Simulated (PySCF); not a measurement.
Computed with PBE-D3(BJ)/def2-TZVP // r2SCAN-D4/def2-SVP (PySCF). Isolated molecules, 0 K electronic values unless said otherwise. One relaxed conformer stands for a flexible species; it need not be the lowest. 

Reference species: [Zn(OH)(SH)] (neutral, multiplicity 1).

```json
{
  "charge on the central atom (Mulliken)": "0.41 e",
  "mean_distance_from_the_central_atom_to_its_bonded_neighbours": "1.961 Å",
  "coordination_number": "2",
  "LUMO": "-1.88 eV"
}
```

Changed species: [Zn(SH)2] (2 of 2 OH replaced by SH; the reference has 1 of 2 OH replaced by SH).

Q: Give the shifts of the charge on the central atom (Mulliken), mean distance from the central atom to its bonded neighbours, coordination number and LUMO.

A: the charge on the central atom (Mulliken) drops by 0.10 e, to 0.31 e; the mean distance from the central atom to its bonded neighbours goes up by 0.203 Å, to 2.164 Å; the coordination number hardly moves; the LUMO increases by 0.07 eV, to -1.81 eV.
